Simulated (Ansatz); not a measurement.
```yaml
crystal:
  periodic: [false, false, false]
  atoms:
    - {symbol: F, position_ang: [-0.108820, -0.978954, 1.630805]}
    - {symbol: W, position_ang: [0.032831, -0.063617, 0.022621]}
    - {symbol: F, position_ang: [1.831272, -0.488963, 0.192444]}
    - {symbol: S, position_ang: [-0.723299, -1.351886, -1.436085]}
    - {symbol: Cl, position_ang: [0.741973, 1.759397, -1.137573]}
    - {symbol: Cl, position_ang: [-1.773968, 1.124024, 0.727788]}
basis:
  gaussian: {orbitals: def2-SVP}
hamiltonian: {xc: {name: M06-2X}, dispersion: d3bj}
```

```sh
$ ansatz run in.yaml --threads 4 --pin off --events-out ev --progress --plain --max-ram 10444MiB
```

It prints (some lines left out):

```
Error: YAML parse error: error: line 12 column 19: hamiltonian.xc: no functional is named "M06-2X"; the names, which are not case-sensitive, are SVWN5, SPW92, PBE, PBE0, PBEsol, revPBE, revPBE0, RPBE, rPW86-PBE, HSE06, wPBEh, LC-wPBE, HISS, HF, BLYP, B3LYP, B3LYP5, BHLYP, CAM-B3LYP, r2SCAN, r2SCANh, r2SCAN0, r2SCAN50, m-r2SCAN, B97, wB97, wB97X, wB97X-V, B97M-V, wB97M-V, B2PLYP, B2GP-PLYP, PBE0-DH, PBE-QIDH
10 | basis:
11 |   gaussian: {orbitals: def2-SVP}
12 | hamiltonian: {xc: {name: M06-2X}, dispersion: d3bj}
```

(1) Something in this input is off. What?

Results:

(1) The method's name isn't one that the program takes here. The program refused the input.

HSE06 is defined as in plane-wave codes.
